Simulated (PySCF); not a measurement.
## Gas-phase XPS of `[BH3-][N+]#CC[S@](C)=O`, computed

C3H8BNOS.
Structure used (PBE0-D3(BJ)/def2-SVP), in Å, numbered top down from 1:
```
atom  x, y, z in Å
B1     2.9116   -0.5744   -0.1094
N2     1.5984    0.1921   -0.2228
C3     0.5893    0.7454   -0.2962
C4    -0.7211    1.3306   -0.2884
S5    -1.7863    0.7746    1.1629
C6    -1.7543   -0.9919    0.7644
O7    -3.1456    1.2721    0.8003
H8     3.6371    0.0909    0.6148
H9     3.3403   -0.6867   -1.2496
H10    2.6046   -1.6542    0.3850
H11   -0.6798    2.4264   -0.1958
H12   -1.2992    1.0678   -1.1886
H13   -0.7375   -1.3982    0.8719
H14   -2.1504   -1.1345   -0.2511
H15   -2.4258   -1.4670    1.4926
```

Computed with delta-SCF UKS SCAN, pcX-2 on the ionised atom, pcseg-1 elsewhere, spin-free X2C in PySCF 2.14.0. Each binding energy is the total energy of the core-ionised species, with the hole localised on one atom, minus that of the ground state; both are solved self-consistently, so orbital relaxation is included.

Question: Give the core binding energies atom by atom.

Answer: 
```tsv
atom(s)	bonded to	level	binding energy (eV)	above the level's lowest (eV)	count
B1	N and 3 H	B 1s	194.11	0.00	1
C6	S and 3 H	C 1s	291.99	0.00	1
C3	N (triple bond) and C	C 1s	293.04	+1.05	1
C4	S, C and 2 H	C 1s	293.05	+1.06	1
N2	C (triple bond) and B	N 1s	406.87	0.00	1
O7	S (double bond)	O 1s	537.37	0.00	1
S5	O (double bond) and 2 C	S 1s	2480.91	0.00	1
```

Lowest listed C 1s: C6, bonded to S and 3 H. Highest, 1.06 eV above it: C4, bonded to S, C and 2 H. The widest gap between neighbouring values is 1.05 eV, between 291.99 and 293.04 eV. Summing the Pauling electronegativity differences to the bonded atoms, each weighted by its formal bond order, gives -1.02 for the lowest site and -0.67 for the highest; the largest sum, +1.47, belongs to C3, 0.01 eV below the top. The values 293.04 and 293.05 eV lie too close for their order to be trusted.

Question: Give the binding energy of N 1s of N2 (atom 2) in hartree and in kJ/mol.

Answer: 406.87 eV = 14.9522 Eh = 39257 kJ/mol.

Not every level is listed. The structure is a single PBE0-D3(BJ)/def2-SVP conformer in the gas phase; no vibrational or solvent corrections.
